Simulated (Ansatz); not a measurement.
Sr6S5⁺. Total charge 1; doublet. Geometry r2SCAN-D4/def2-SVP; atoms count from 1.

```
atom   x (Å)   y (Å)   z (Å)
 Sr1   0.852   0.255   1.677
 Sr2   0.865  -3.126   0.456
 Sr3   4.313  -1.368   0.691
 Sr4  -0.425   0.182  -1.843
 Sr5  -3.154   0.770   0.421
 Sr6  -1.910   3.837  -1.609
  S7   2.396  -2.035   2.545
  S8  -1.353  -1.392   0.514
  S9   2.103  -0.875  -0.946
 S10  -3.005   1.416  -2.310
 S11  -0.683   2.336   0.404
```

In the def2 sets Sr takes a core potential; there is no spin–orbit coupling. The structure comes from a short search, and lower isomers may exist.

(1) Estimate the Mulliken populations from the PBE0/def2-TZVP orbitals of Ansatz.

(2) Where does the spin sit?

(3) And the Mayer bond orders between heavy atoms (over 0.3)?

Answers

(1) 
```tsv
atom	charge (e)	spin (α − β)
Sr1	1.00	0.08
Sr2	1.08	0.05
Sr3	0.91	0.41
Sr4	1.00	0.08
Sr5	1.08	0.05
Sr6	0.91	0.40
S7	-0.93	-0.01
S8	-1.07	-0.01
S9	-1.03	-0.02
S10	-0.93	-0.01
S11	-1.04	-0.02
```
Mulliken values depend strongly on the basis.

(2) Summed by element: Sr 1.06, S -0.06, of 1 unpaired in all. Largest on single atoms: Sr3 0.41, Sr6 0.40, Sr4 0.08.

(3) Sr1–S7 0.47 (2.90 Å); Sr1–S8 0.35 (2.99 Å); Sr1–S9 0.34 (3.12 Å); Sr1–S11 0.37 (2.88 Å); Sr2–S7 0.62 (2.81 Å); Sr2–S8 0.45 (2.82 Å); Sr2–S9 0.43 (2.93 Å); Sr3–S7 0.68 (2.75 Å); Sr3–S9 0.48 (2.79 Å); Sr4–S8 0.35 (2.98 Å); Sr4–S9 0.37 (2.88 Å); Sr4–S10 0.46 (2.90 Å); Sr4–S11 0.34 (3.12 Å); Sr5–S8 0.45 (2.81 Å); Sr5–S10 0.62 (2.81 Å); Sr5–S11 0.43 (2.93 Å); Sr6–S10 0.68 (2.75 Å); Sr6–S11 0.48 (2.79 Å).
